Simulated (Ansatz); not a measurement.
SnH2MeF (CH5FSn). Charge 0, multiplicity 3. Geometry PBE-D4/def2-TZVP, that of the neutral singlet; atoms count from 1.

```xyz
8

Sn    0.583   -0.065   -0.776
H     0.933   -1.650   -1.349
H     1.951    0.979   -0.811
C    -0.561    0.004    1.037
H    -0.004   -0.465    1.857
H    -1.504   -0.533    0.879
H    -0.774    1.050    1.289
F    -0.624    0.679   -2.126
```

In the def2 sets Sn takes a core potential; there is no spin–orbit coupling. At PBE0-D4/def2-TZVP a singlet of charge 0 lies 6.48 eV below the triplet at the same geometry.

Question: Estimate the Mulliken populations from the PBE0/def2-TZVP orbitals of Ansatz.

Answer: 
| atom | charge (e) | spin (α − β) |
| --- | --- | --- |
| Sn1 | 0.18 | 1.06 |
| H2 | 0.02 | 0.06 |
| H3 | 0.02 | 0.06 |
| C4 | -0.47 | 0.52 |
| H5 | 0.21 | 0.00 |
| H6 | 0.20 | 0.00 |
| H7 | 0.19 | 0.00 |
| F8 | -0.36 | 0.30 |
Mulliken values depend strongly on the basis.

Question: Where does the spin sit?

Answer: Summed by element: Sn 1.06, H 0.12, C 0.52, F 0.30, of 2 unpaired in all. Largest on single atoms: Sn1 1.06, C4 0.52, F8 0.30.

Question: And the Mayer bond orders between heavy atoms (over 0.3)?

Answer: Sn1–C4 0.60 (2.15 Å); Sn1–F8 0.71 (1.96 Å).
